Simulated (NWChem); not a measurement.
Species: SiH2IF; SMILES F[SiH2]I

All runs: NWChem. Structure relaxed at the PBE0/def2-SVP level. def2 effective core potentials on I; no spin-orbit coupling. B3LYP is NWChem's, with the RPA form of VWN correlation. Field at 589 nm.

For level B3LYP/def2-SVP (core potentials):

- isotropic polarisability (bohr³) = 47.1
- anisotropy (bohr³) = 31.0

Task: Estimate the same quantities for level B3LYP/def2-SVPD (core potentials).

Result: The isotropic polarisability (bohr³) is 64.6 and the anisotropy (bohr³) is 25.4.
